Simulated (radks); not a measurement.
These are the eigenvalues of the occupied orbitals of an atom or ion with whole-number occupations (hartree). Method: Dirac Kohn-Sham, LDA (Slater exchange, Perdew-Wang correlation), spin-unpolarised, spherical densities, finite nucleus; Fermi nuclear charge, rms radius of each element as measured or else 0.836 A^(1/3) + 0.57 fm; computed with a radial shooting solver on a logarithmic mesh with Libxc functionals.

| orbital | eigenvalue |
|---|---|
| 1s1/2 | -46.39983 |
| 2s1/2 | -3.24880 |
| 2p1/2 | -2.05840 |
| 2p3/2 | -2.04777 |
| 3s1/2 | -0.42339 |

Which element is it, and in what charge state? The configuration may be excited. Open shells, if any, are shared by 2j + 1.

Answer. Z = 12, magnesium, charge +1: Mg+ in [Ne] 3s1. The list shows which subshells hold electrons but not how many an open one holds; the 1s level, -46.4 hartree, gives Z - s = 9.6 by -(Z - s)^2/2, which with screening and relativity narrows Z to a few neighbours, and the depths of the outer levels then fix element, charge and occupations together.
